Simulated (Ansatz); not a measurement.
Ideal-gas functions of CH$_{3}$FOZn, SMILES `O[CH2][Zn][F]` at 800 K and 1 bar, from an Ansatz frequency run at PBE0-D4/def2-TZVP.

Molar mass 115.42 g/mol, point group C1 (symmetry number 1), electronic degeneracy 1, moments of inertia 17.899, 223.921, 237.382 u Å². Harmonic wavenumbers (cm⁻¹, unscaled): 100, 135, 259, 300, 527, 678, 694, 1051, 1141, 1252, 1381, 1467, 3029, 3105, 3881.

Use S(trans) = R[1.5 ln M + 2.5 ln T − 1.1517]; rotational temperatures θ = 24.2544 K / I; S(rot) = R[ln(√π/σ · √(T³/θAθBθC)) + 1.5]; for each mode x = 1.438777 ν̃/T, S = R[x/(eˣ − 1) − ln(1 − e⁻ˣ)] and H = RT x/(eˣ − 1); 1 cm⁻¹ = 0.0119627 kJ/mol; R = 8.31446 J/(mol·K).

Question: By hand: the entropy, in J/(mol·K).

Answer: Translation 188.6. Rotation: θ = 1.3551, 0.1083, 0.1022 K, giving 118.1. Vibration, mode by mode: 22.59, 20.10, 14.74, 13.54, 9.06, 7.16, 6.99, 4.16, 3.66, 3.13, 2.60, 2.31, 0.23, 0.21, 0.06, in all 110.6. Electronic 0.0. Sum 417.3 J/(mol·K).

Question: By hand: H − E and G − E in kJ/mol, counted from the electronic energy.

Answer: Zero-point energy ½ × 19000 × 0.0119627 = 113.6; thermal vibration 42.1; translation, rotation and pV give 4 RT = 26.6. H − E = 182.3 kJ/mol, and G − E = 182.3 − 800 × 417.3/1000 = -151.5 kJ/mol.

Vibration gives 27 % of the entropy, 42.7 J/(mol·K) of it from the modes under 150 cm⁻¹: soft modes count most, and the harmonic formula is weakest for them. The sum counts one conformer and one mirror image; others add a mixing term.
